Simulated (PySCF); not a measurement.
# Reading the logs of faulty runs: Al2CH3O cation

These are calculations, not measurements. The program is PySCF 2.14.0, an open-source quantum chemistry code, run on an isolated molecule that a program drew, which may never have been made. The molecule is Al2CH3O cation (charge +1, singlet), drawn as the SMILES string `[CH3][Al+][Al]=[O]`.

Each row is a Hartree-Fock (HF) and frozen-core CCSD(T) single point in the cc-pV(D+d)Z basis, meant for a local HF minimum. Run 1 is clean. Each other run has one planted mistake out of seven kinds, and not every kind appears here: one electron removed, one electron added, multiplicity raised by two, geometry at a saddle point, minimal basis STO-3G, one bond length entered in bohr, all coordinates scaled. The reference is restricted for singlets and unrestricted otherwise, and also for a bond in bohr. Adding or removing an electron swaps singlet and doublet. Electrons count all cores. HOMO and LUMO are orbital energies over both spins, the gradient is its largest component, and the lowest frequency (negative if imaginary) is given only where the gradient is small. Bond lengths are over the 6 bonds as drawn. T1 is the CCSD diagnostic: over 0.02 (restricted) or 0.045 (unrestricted) a single reference is doubtful.

Geometry of the clean run:
```xyz
7
Al2CH3O cation, angstrom
C    -0.3766    0.8869    0.2920
Al   -1.1269   -0.4403    1.4581
Al   -2.1519   -2.2486    3.0421
O    -2.7655   -3.3315    3.9891
H    -0.5399    0.6062   -0.7530
H     0.6996    0.9796    0.4673
H    -0.8473    1.8582    0.4727
```

| run | electrons | basis functions | <S^2> | HOMO (eV) | LUMO (eV) | gradient (hartree/bohr) | lowest frequency (cm^-1) | mean bond (Å) | longest bond (Å) | T1 | HF (hartree) | CCSD(T) (hartree) | mistake |
|---|---|---|---|---|---|---|---|---|---|---|---|---|---|
| 1 | 42 | 89 | 0.000 | -14.92 | -5.72 | 3.0e-05 | 80 | 1.5633 | 2.613 | 0.0373 | -598.02491 | -598.51463 | no fault |
| 2 | 43 | 89 | 0.775 | -6.78 | -0.47 | 2.7e-02 | - | 1.5633 | 2.613 | 0.0307 | -598.25395 | -598.74609 | one electron added |
| 3 | 42 | 89 | 0.000 | -15.43 | -5.82 | 1.0e-01 | - | 1.4570 | 2.436 | 0.0334 | -597.98765 | -598.46222 | all coordinates scaled |
| 4 | 42 | 89 | 2.020 | -11.42 | -5.11 | 1.2e-01 | - | 1.5633 | 2.613 | 0.0271 | -598.00369 | -598.42272 | multiplicity raised by two |
| 5 | 42 | 89 | 0.710 | -14.97 | -5.98 | 2.1e-02 | - | 1.7256 | 2.613 | 0.0717 | -597.89663 | -598.38394 | one bond length entered in bohr |
| 6 | 42 | 31 | 0.000 | -11.66 | -0.15 | 2.4e-02 | - | 1.5633 | 2.613 | 0.0402 | -590.81065 | -591.06519 | ? |

**Which mistake was planted in run 6, and what did it cost?**

It has 31 basis functions where the clean run has 89, with the same electrons and geometry. So the mistake is: minimal basis STO-3G. Subtracting run 1 and multiplying by 627.51 kcal/mol a hartree, the energy moved by 4527.0 kcal/mol in HF and 4674.6 kcal/mol in CCSD(T).

Cautions from the logs. Run 1: T1 is over the limit, so its CCSD(T) energy is less reliable; run 3: T1 is over the limit, so its CCSD(T) energy is less reliable; run 5: T1 is over the limit, so its CCSD(T) energy is less reliable; run 6: T1 is over the limit, so its CCSD(T) energy is less reliable.
